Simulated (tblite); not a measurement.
Species: C₇H₉N.
Atom-mapped SMILES: `[CH2:1]=[C:2](/[CH:3]=[CH:4]\[C:5]#[N:6])[CH2:7][CH3:8]` (hydrogens: H9, H10 on C1; H11 on C3; H12 on C4; H13, H14 on C7; H15, H16, H17 on C8)

Computed with GFN2-xTB (tblite), gas phase: Langevin dynamics at 300 K from the optimised GFN2-xTB geometry, time step 0.5 fs, friction 0.01 fs⁻¹, 2000 steps.

Start geometry:
```
atom  x, y, z in Å
C1      0.097   -1.052    1.973
C2     -0.182   -0.480    0.797
C3     -1.182    0.568    0.756
C4     -1.673    1.236   -0.301
C5     -1.333    1.089   -1.655
N6     -1.119    1.041   -2.783
C7      0.553   -0.889   -0.448
C8      1.685    0.092   -0.760
H9      0.825   -1.840    2.057
H10    -0.395   -0.758    2.885
H11    -1.589    0.829    1.726
H12    -2.434    1.993   -0.143
H13    -0.132   -0.932   -1.296
H14     0.975   -1.885   -0.302
H15     2.381    0.142    0.074
H16     2.223   -0.230   -1.647
H17     1.292    1.089   -0.943
```

The statistics below take the 31 frames saved every 25 fs from 250 to 1000 fs; their kinetic temperature (all 3N coordinates) averages 297 K.

Q: How do the bond lengths spread?

A: 
```csv
bond,start (Å),mean (Å),standard deviation (Å),shortest (Å),longest (Å)
C1=C2,1.337,1.341,0.019,1.308,1.388
C2–C3,1.449,1.456,0.027,1.407,1.512
C3=C4,1.344,1.347,0.027,1.295,1.396
C4–C5,1.403,1.405,0.027,1.351,1.452
C5≡N6,1.149,1.149,0.011,1.123,1.173
C2–C7,1.502,1.512,0.033,1.451,1.599
C7–C8,1.530,1.533,0.026,1.494,1.594
C1–H9,1.076,1.079,0.024,1.024,1.120
C1–H10,1.077,1.082,0.028,1.019,1.141
C3–H11,1.084,1.088,0.030,1.043,1.141
C4–H12,1.085,1.088,0.035,1.020,1.150
C7–H13,1.090,1.092,0.031,1.034,1.164
C7–H14,1.092,1.102,0.039,1.040,1.176
C8–H15,1.088,1.092,0.030,1.016,1.166
C8–H16,1.087,1.091,0.022,1.041,1.145
C8–H17,1.087,1.096,0.021,1.065,1.140
```

Q: Give the same statistics for bond angles, one of each kind among heavy atoms.

A: 
```json
{"angle": "C1–C2–C3", "start (°)": "118.5", "mean (°)": "118.2", "standard deviation (°)": "3.3", "smallest (°)": "113.2", "largest (°)": "127.0"}
{"angle": "C1–C2–C7", "start (°)": "120.7", "mean (°)": "120.0", "standard deviation (°)": "3.1", "smallest (°)": "112.7", "largest (°)": "127.3"}
{"angle": "C3–C2–C7", "start (°)": "120.8", "mean (°)": "121.4", "standard deviation (°)": "3.1", "smallest (°)": "116.3", "largest (°)": "127.1"}
{"angle": "C2–C3–C4", "start (°)": "129.3", "mean (°)": "129.1", "standard deviation (°)": "4.2", "smallest (°)": "121.7", "largest (°)": "140.7"}
{"angle": "C3–C4–C5", "start (°)": "128.2", "mean (°)": "127.7", "standard deviation (°)": "4.0", "smallest (°)": "119.4", "largest (°)": "134.7"}
{"angle": "C4–C5–N6", "start (°)": "175.1", "mean (°)": "172.4", "standard deviation (°)": "4.4", "smallest (°)": "163.2", "largest (°)": "179.5"}
{"angle": "C2–C7–C8", "start (°)": "110.8", "mean (°)": "111.8", "standard deviation (°)": "3.6", "smallest (°)": "105.3", "largest (°)": "120.9"}
```

Q: Follow the torsions C1–C2–C3–C4 and C1–C2–C7–C8 through every second one of these frames.

A: 
```json
{"t (fs)": "250", "C1–C2–C3–C4 (°)": "164", "C1–C2–C7–C8 (°)": "-74"}
{"t (fs)": "300", "C1–C2–C3–C4 (°)": "165", "C1–C2–C7–C8 (°)": "-76"}
{"t (fs)": "350", "C1–C2–C3–C4 (°)": "157", "C1–C2–C7–C8 (°)": "-67"}
{"t (fs)": "400", "C1–C2–C3–C4 (°)": "156", "C1–C2–C7–C8 (°)": "-57"}
{"t (fs)": "450", "C1–C2–C3–C4 (°)": "155", "C1–C2–C7–C8 (°)": "-57"}
{"t (fs)": "500", "C1–C2–C3–C4 (°)": "151", "C1–C2–C7–C8 (°)": "-64"}
{"t (fs)": "550", "C1–C2–C3–C4 (°)": "162", "C1–C2–C7–C8 (°)": "-88"}
{"t (fs)": "600", "C1–C2–C3–C4 (°)": "172", "C1–C2–C7–C8 (°)": "-99"}
{"t (fs)": "650", "C1–C2–C3–C4 (°)": "151", "C1–C2–C7–C8 (°)": "-98"}
{"t (fs)": "700", "C1–C2–C3–C4 (°)": "169", "C1–C2–C7–C8 (°)": "-73"}
{"t (fs)": "750", "C1–C2–C3–C4 (°)": "-162", "C1–C2–C7–C8 (°)": "-73"}
{"t (fs)": "800", "C1–C2–C3–C4 (°)": "180", "C1–C2–C7–C8 (°)": "-75"}
{"t (fs)": "850", "C1–C2–C3–C4 (°)": "179", "C1–C2–C7–C8 (°)": "-61"}
{"t (fs)": "900", "C1–C2–C3–C4 (°)": "-149", "C1–C2–C7–C8 (°)": "-89"}
{"t (fs)": "950", "C1–C2–C3–C4 (°)": "-143", "C1–C2–C7–C8 (°)": "-105"}
{"t (fs)": "1000", "C1–C2–C3–C4 (°)": "-150", "C1–C2–C7–C8 (°)": "-94"}
```

Largest departure from the start value over all these frames: C1–C2–C3–C4 34° (start -176°), C1–C2–C7–C8 45° (start -98°).

Q: How widely does the potential energy scatter, against a harmonic estimate?

A: Mean 0.60 eV above the start, standard deviation 0.098 eV, range 0.44 to 0.88 eV. For 45 classical harmonic modes at 300 K the canonical values are 45kT/2 = 0.58 eV and kT·√(45/2) = 0.123 eV.

The run is classical and short, so these are rough statistics of one trajectory.

What follows is the cost of the whole dynamics run. The run took 20 s on an Intel Xeon Platinum 8259CL at 2.50 GHz with one thread, no GPU (shared host), and the process peaked at 0.18 GiB of memory.
